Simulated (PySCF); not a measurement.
# Te²⁺: excitation energy

Te²⁺ [Kr] 4d10 5s2 5p2 (3P) → Te²⁺ [Kr] 4d10 5s1 5p3 (5S), as a difference of total energies. All numbers are calculated (PySCF 2.14, a scalar-relativistic core potential, in aug-cc-pVTZ-PP with one added diffuse shell each of d, f type with ECP28MDF (6s5p5d3f, 67 functions)). Correlated levels: valence: 4s2 4p6 4d10 frozen. The calculations carry no spin-orbit coupling.

```tsv
method	excitation energy (eV)
UHF	5.365
MP2 (valence)	6.218
SCS-MP2 (valence)	6.592
CCSD (valence)	6.443
CCSD(T) (valence)	6.472
```

Task: How much does correlation contribute at CCSD(T) (valence)?

Result: 6.472 − (5.365) = 1.107 eV, measured against UHF.
